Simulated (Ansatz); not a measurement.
A calculation with Ansatz (development build ahead of 0.2.0).

```yaml
crystal:
  periodic: [false, false, false]
  atoms:
    - { symbol: Si, position_ang: [0.0, 0.0, 0.0] }
basis:
  gaussian: { orbitals: def2-SVPD }
total_charge: -1
magnetization:
  spin_polarized: true
  initial_magnetization: 3
hamiltonian:
  xc: pbe0
scf:
  omitted_lower_state_checks: [starts, atomic_configurations, cluster_reference, orbital_swaps, given_window_search, neighbouring_geometries, increment]
```

The input is written out in the form of the current development build from the run's settings.

Results

```
Converged                       : yes
Total energy                    : -289.18727 hartree
Spin squared of the determinant : 3.751
Stability test                  : minimum
```
